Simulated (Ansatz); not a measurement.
**Ligand exchange: AlH(CH3)I + C2H5I → Al(CH3)I2 + C2H6**

Species: AlH(CH3)I, singlet; C2H5I (iodoethane) `CCI`, singlet; Al(CH3)I2, singlet; C2H6 (ethane) `CC`, singlet. The partners trade H for I: Al–H and C–I bonds give way to Al–I and C–H.

Shapes, held fixed at every level: PBE0-D4/def2-TZVP. Programs: Ansatz 0.2.0. Electronic energies: no zero-point or thermal term.

| level | kind | ΔE (kJ/mol) | less CCSD(T)/def2-TZVPP | CPU time (sum over the molecules) |
| --- | --- | --- | --- | --- |
| B3LYP-D4/def2-TZVPP | global hybrid | -196.4 | 0.0 | 32 s |
| PBE0-D4/def2-TZVPP | global hybrid | -202.5 | -6.1 | 25 s |
| wB97M-V/def2-TZVPP | range-separated hybrid | -198.7 | -2.3 | 82 s |
| wB97X-V/def2-TZVPP | range-separated hybrid | -196.9 | -0.5 | 61 s |
| MP2/def2-TZVPP | perturbation theory | -203.7 | -7.3 | – |
| CCSD/def2-SVP | coupled cluster or CI | -205.5 | -9.1 | – |
| CCSD(T)/def2-TZVPP | coupled cluster or CI | -196.4 | 0.0 | 11 min |

The highest level, CCSD(T)/def2-TZVPP, gives ΔE = -196.4 kJ/mol; the levels span -205.5 to -196.4. The column of differences is taken from that level and isn't an error. No measured value is set beside it here. For atoms past krypton def2 sets carry core potentials with scalar relativity. Correlated rows may include outer-core shells of I, which these sets cover unevenly. Times are processor times on shared x86 and Arm servers, and rough.
